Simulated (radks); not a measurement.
Values are calculated unless marked as measured or tabulated.
Neutral indium, 49 electrons, occupied as [Kr] 4d10 5p3 (not the ground configuration). Code: a radial shooting solver on a logarithmic mesh with Libxc functionals. Model: Dirac Kohn-Sham, PBE, spin-unpolarised, spherical densities, finite nucleus; open shells fill j = l - 1/2 first; Fermi nuclear charge, rms radius 4.6156 fm.

Spin-orbit splittings of the eigenvalues, e(l+1/2) - e(l-1/2), with zeta = 2 splitting/(2l+1) and mean radii in bohr:

| shell | occ. | splitting (eV) | zeta (eV) | <r> j=l-1/2 | <r> j=l+1/2 |
|---|---|---|---|---|---|
| 2p | 6 | 210.9 | 140.6 | 0.1085 | 0.1137 |
| 3p | 6 | 38.09 | 25.39 | 0.3394 | 0.3505 |
| 3d | 10 | 7.803 | 3.121 | 0.3223 | 0.3258 |
| 4p | 6 | ? | ? | 0.9009 | 0.9311 |
| 4d | 10 | 0.8688 | 0.3475 | 1.163 | 1.179 |
| 5p | 3 | 0.3701 | 0.2467 | 3.318 | 3.466 |

Estimate the 4p splitting.

Answer. 6.649 eV (zeta = 4.432 eV).
